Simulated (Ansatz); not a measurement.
**A relaxation, step by step**

BHBrCl$_{3}$, closed shell, PBE0-D4/def2-TZVP (Ansatz 0.2.0). Settings:

```yaml
hamiltonian: {xc: pbe0, dispersion: d4}
relax: {f_tol: 0.005, max_steps: 200}
```

Start, a step off a saddle point along its unstable mode:

B1  (-0.456, -0.314, 0.032)
Cl2  (1.051, 0.876, -1.030)
Cl3  (-0.314, -1.960, -0.646)
Cl4  (-2.003, 0.532, -0.250)
H5  (1.296, 0.862, 0.104)
Br6  (0.426, 0.004, 1.789)
(Å)

```
               step  energy less the last (meV)  largest force component (eV/Å)
                  1                      1103.8                           6.652
                  2                       532.7                           1.413
                  3                       399.6                           0.616
                  4                       206.2                           0.622
                  5                        59.9                           0.339
                  6                        18.3                           0.358
                  7                         8.3                           0.145
                  8                         5.9                           0.316
                  9                         0.2                           0.036
                 10                         0.2                           0.036
                 11                         0.1                           0.022
12 (rejected trial)                         0.1                           0.072
                 13                         0.0                           0.018
                 14                         0.0                           0.020
                 15                         0.0                           0.020
                 16                         0.0                           0.018
17 (rejected trial)                         0.0                           0.011
                 18                         0.0                           0.006
                 19                         0.0                           0.003
```

Step 4, positions (Å) and forces (eV/Å):

| atom | x | y | z | Fx | Fy | Fz |
| --- | --- | --- | --- | --- | --- | --- |
| B1 | -0.652 | -0.472 | 0.187 | -0.458 | -0.403 | 0.582 |
| Cl2 | 1.157 | 0.977 | -1.212 | 0.536 | 0.291 | 0.453 |
| Cl3 | -0.370 | -2.000 | -0.622 | 0.038 | 0.310 | 0.067 |
| Cl4 | -2.057 | 0.490 | -0.226 | 0.307 | -0.087 | 0.004 |
| H5 | 1.740 | 1.189 | -0.063 | -0.295 | -0.101 | -0.622 |
| Br6 | 0.183 | -0.184 | 1.936 | -0.129 | -0.010 | -0.485 |

Step 9, positions (Å) and forces (eV/Å):

| atom | x | y | z | Fx | Fy | Fz |
| --- | --- | --- | --- | --- | --- | --- |
| B1 | -0.861 | -0.638 | 0.339 | 0.003 | 0.000 | 0.015 |
| Cl2 | 1.579 | 1.293 | -1.401 | -0.005 | 0.002 | -0.033 |
| Cl3 | -0.474 | -2.065 | -0.560 | 0.009 | -0.007 | 0.002 |
| Cl4 | -2.147 | 0.404 | -0.167 | -0.003 | 0.010 | 0.004 |
| H5 | 1.785 | 1.232 | -0.140 | 0.005 | -0.002 | 0.036 |
| Br6 | 0.119 | -0.226 | 1.929 | -0.009 | -0.002 | -0.024 |

Step 15, positions (Å) and forces (eV/Å):

```csv
atom,x,y,z,Fx,Fy,Fz
B1,-0.853,-0.635,0.358,0.003,0.001,0.010
Cl2,1.569,1.293,-1.441,0.003,-0.001,0.020
Cl3,-0.481,-2.077,-0.523,0.000,-0.005,-0.006
Cl4,-2.155,0.394,-0.130,-0.005,0.003,-0.005
H5,1.750,1.214,-0.175,-0.003,0.001,-0.020
Br6,0.170,-0.189,1.911,0.002,0.001,0.000
```

Last step (19):

```
6
angstrom
B -0.8535 -0.6348 0.3540
Cl 1.5756 1.2959 -1.4332
Cl -0.4796 -2.0751 -0.5295
Cl -2.1543 0.3957 -0.1364
H 1.7468 1.2105 -0.1663
Br 0.1651 -0.1922 1.9113
```

The run took 50 s on 8 CPU threads of an Arm Neoverse V1 (shared host), with 0.7 GiB of host memory at its peak.
